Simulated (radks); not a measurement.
Values are calculated unless marked as measured or tabulated.
Successive ionisation energies (eV) of one element, from differences of total energies of ions in their ground configurations, starting at charge 0: 4.359, 31.685, 46.625, 62.742, 79.903, 98.432, 117.41, 155.97, 176.37, 505.06, 570.27, 638.13, 708.47. Level of theory: Dirac Kohn-Sham, BLYP, spin-unpolarised, spherical densities, finite nucleus; open shells fill j = l - 1/2 first; Fermi nuclear charge, rms radius 3.4349 fm (a radial shooting solver on a logarithmic mesh with Libxc functionals). Which element is it?

Answer. Potassium (Z = 19). The first species listed is K in [Ar] 4s1, the last K12+ in [He] 2s2 2p3.
